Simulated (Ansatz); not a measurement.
Consider the formal exchange of groups at the Si–Ge bond: `O[SiH](Cl)[GeH3]` + SiH₄ → `O[SiH]([SiH3])Cl` + GeH₄.

Program: Ansatz. Geometries: PBE0-D4/def2-TZVP. ΔE: electronic, gas phase. CBS: MP2 limit from def2 TZ/QZ plus the TZ coupled-cluster correction, frozen cores. This one scheme is used for every species. Functionals use def2-TZVPP. For Ge outer-core shells are correlated without core-valence functions, which leaves a few kJ/mol of doubt a bond. Scalar relativity is left out up to krypton. Each species was taken in one conformer, which may not be the lowest.

```tsv
level	ΔE (kJ/mol)
PBE-D4	12.3
PBE0-D4	12.0
ωB97M-V	16.6
PBE	12.2
MP2/def2-TZVPP	18.4
SCS-MP2/def2-TZVPP	17.5
HF/def2-QZVPP	12.5
SCS-MP2/def2-QZVPP	17.2
```

Question: What does CCSD(T)/CBS give? (Estimate.)

Answer: Computed: +16.0 kJ/mol. The listed levels differ from it by -3.7, -4.0, 0.6, -3.8, 2.4, 1.5, -3.5, 1.2 kJ/mol.

Largest T1 diagnostic among the species: 0.012.
